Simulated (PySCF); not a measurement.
## Electron correlation in Ne²⁺ (neon, charge +2)

[He] 2s2 2p4, high-spin 3P determinant. Computed with PySCF 2.14 in 6-31G* (3s2p1d, 14 functions), with no relativity, point nucleus. Frozen: 1s2; 6 electrons correlated.

MP2 pair energies summed by pair of shells (mhartree):

```tsv
pair	energy	share (%)
2s-2p	-28.04	49.5
2p-2p	-24.70	43.6
2s-2s	-3.89	6.9
```

Total MP2 correlation energy: -56.63 mhartree.

Same-spin part -13.64 and opposite-spin part -42.99 mhartree; SCS-MP2 scales them by 1/3 and 6/5 to -56.14 mhartree.

| level | correlation energy (mhartree) |
| --- | --- |
| CCSD | -66.07 |
| (T) | -0.73 |
| CCSD(T) | -66.80 |

Diagnostics: T1 = 0.0044, D1 = 0.0084, largest double amplitude 0.032.

Is a single reference adequate?

Yes: T1 lies below 0.03 and no double amplitude reaches 0.07.
